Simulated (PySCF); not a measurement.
A side-by-side comparison of computed properties.

First species: C6H13FOSi2.
SMILES: `CC(C)[Si@@H](F)[C@H]1OC=C[SiH2]1`

Second species: C6H13FOSi2.
Atom-mapped SMILES: `[CH3:1][O:2][CH2:3][SiH2:4][C:5]1=[CH:6][CH2:7][SiH2:8][C@@H:9]1[F:10]` (hydrogens: H11, H12, H13 on C1; H14, H15 on C3; H16, H17 on Si4; H18 on C6; H19, H20 on C7; H21, H22 on Si8; H23 on C9)

Levels: PBE0/pcSseg-1 for HOMO energy, LUMO energy and HOMO–LUMO gap. Geometries: GFN2-xTB. Each species is one conformer at its optimised geometry, gas phase, non-relativistic unless stated; the electronic structure was computed with PySCF and density fitting.

The conformers computed, where there is a choice (atom-mapped SMILES and torsion angles):
- `[CH3:1][CH:2]([CH3:3])[Si@@H:4]([F:5])[C@H:6]1[O:7][CH:8]=[CH:9][SiH2:10]1`: C1–C2–Si4–F5 -23°, C2–Si4–C6–O7 173°

The conformers of `COC[SiH2]C1=CC[SiH2][C@@H]1F` aren't listed.

| property | column X | column Y |
| --- | --- | --- |
| HOMO energy | -6.65 eV | -7.36 eV |
| LUMO energy | 0.16 eV | -0.32 eV |
| HOMO–LUMO gap | 6.81 eV | 7.04 eV |

**Question.** Which column belongs to which species?

**Answer.** Column X is the first species and column Y the second. The first has 23 atoms and 94 electrons, the second 23 and 94.

**Question.** How does each property change from the first species to the second?

**Answer.** HOMO energy -0.71 eV; LUMO energy -0.48 eV; HOMO–LUMO gap +0.23 eV.

